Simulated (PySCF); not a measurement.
Molfile (atoms numbered from 1):
```
C6H6O2
     RDKit          3D

 14 13  0  0  0  0  0  0  0  0999 V2000
    2.9027    1.5406    0.0013 C   0  0  0  0  0  0  0  0  0  0  0  0
    2.0669    0.6802    0.0388 C   0  0  0  0  0  0  0  0  0  0  0  0
    1.0463   -0.3070    0.0789 C   0  0  0  0  0  0  0  0  0  0  0  0
    1.2952   -1.6057   -0.0581 C   0  0  0  0  0  0  0  0  0  0  0  0
   -0.2074    0.2498    0.3175 O   0  0  0  0  0  0  0  0  0  0  0  0
   -1.3228   -0.2412   -0.2491 C   0  0  0  0  0  0  0  0  0  0  0  0
   -2.5123    0.5650    0.2014 C   0  0  0  0  0  0  0  0  0  0  0  0
   -1.3599   -1.1676   -1.0095 O   0  0  0  0  0  0  0  0  0  0  0  0
    3.6514    2.2749   -0.0319 H   0  0  0  0  0  0  0  0  0  0  0  0
    2.3029   -1.9411   -0.2223 H   0  0  0  0  0  0  0  0  0  0  0  0
    0.5160   -2.3442   -0.0304 H   0  0  0  0  0  0  0  0  0  0  0  0
   -3.4146    0.1616   -0.2469 H   0  0  0  0  0  0  0  0  0  0  0  0
   -2.3795    1.6020   -0.0973 H   0  0  0  0  0  0  0  0  0  0  0  0
   -2.5853    0.5323    1.2856 H   0  0  0  0  0  0  0  0  0  0  0  0
  1  2  3  0
  2  3  1  0
  3  4  2  0
  3  5  1  0
  5  6  1  0
  6  7  1  0
  6  8  2  0
  1  9  1  0
  4 10  1  0
  4 11  1  0
  7 12  1  0
  7 13  1  0
  7 14  1  0
M  END
```

Geometry: GFN2-xTB; GIAO shifts from PySCF 2.14.0 with density-fitted response routines, gas phase, non-relativistic, averaged over equivalent atoms.

At WP04/pcSseg-1 (166 basis functions, 28 s wall time on 1 thread of an Intel Xeon Platinum 8488C, shared host):
```
      atoms  δ (ppm)
         C6    175.6
         C3    143.3
         C4    122.6
         C1     78.7
         C2     77.0
         C7     26.0
         O8    438.1
         O5    245.3
        H11     5.85
        H10     5.73
         H9     2.35
H12/H13/H14     2.19
```

References, each an isolated molecule treated in the same way: TMS for $^{13}$C (σ = 175.10 ppm) and $^{1}$H (σ = 32.00 ppm); H2O for $^{17}$O (σ = 319.30 ppm).

Task: Predict the values at PBE0/pcSseg-1 on the same geometry.

Result: 
```
      atoms  δ at PBE0/pcSseg-1  change
         C6               173.5    -2.1
         C3               142.3    -1.0
         C4               123.1    +0.5
         C1                84.9    +6.2
         C2                83.6    +6.6
         C7                24.5    -1.5
         O8               454.9   +16.8
         O5               249.6    +4.3
        H11                6.06   +0.21
        H10                6.02   +0.29
         H9                2.47   +0.12
H12/H13/H14                2.18   -0.01
```

δ = σ(ref) − σ, references computed at the same level: TMS for $^{13}$C (186.93 ppm) and $^{1}$H (31.72 ppm); $^{17}$O (336.08 ppm) vs H2O.

The largest change is at O8 (ester carbonyl oxygen). Cost: 166 basis functions, 24 s wall time on 1 thread of an Intel Xeon Platinum 8488C, shared host. The order of the carbon signals is the same at both levels.

Unscaled 17O shifts of doubly bonded oxygen tend to come out too high, by tens of ppm or more. Experimental scales use liquid or dissolved standards, which lie at an offset from isolated H2O (liquid H2O: subtract about 36 ppm).
